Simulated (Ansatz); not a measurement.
Reaction (ligand exchange at the Si–C bond): `N#C[SiH2][GaH2]` + CH₃NH₂ → `CN[SiH2][GaH2]` + `C#N`

Computed with Ansatz on PBE0-D4/def2-TZVP structures; ΔE is electronic, products minus reactants. CCSD(T)/CBS adds triple-zeta CCSD(T) − MP2 to the extrapolated MP2 energy (def2 sets, frozen cores). This one scheme is used for every species. For Ga outer-core shells are correlated without core-valence functions, which leaves a few kJ/mol of doubt a bond. Scalar relativity is left out up to krypton. Each species was taken in one conformer, which may not be the lowest.

```tsv
species	SCS-MP2/def2-TZVPP energy (Eh)
`N#C[SiH2][GaH2]`	-2307.53410
CH₃NH₂	-95.66487
`CN[SiH2][GaH2]`	-2309.94705
`C#N`	-93.25074
```

(1) Work out ΔE.

Largest T1 diagnostic among the species: 0.014.

Results:

(1) ΔE = (-2309.94705) + (-93.25074) − (-2307.53410) − (-95.66487) = 0.00118 Eh = +0.03 eV. CCSD(T)/CBS gives +0.01 eV.

In def2-TZVPP, CCSD(T) changes the Hartree–Fock value by −0.04 eV (the triples alone add +0.00 eV) and MP2 by −0.05 eV. Leaving LDA and LC-ωPBE aside and taking each functional with its dispersion term where it has one, the values, not all of them listed here, spread over 0.06 eV, from CAM-B3LYP-D4 to PBE-D4. LDA lies −0.10 eV from PBE without D4. At CCSD(T), def2-SVP lies +0.04 eV from the extrapolated value and def2-TZVPP +0.02 eV.
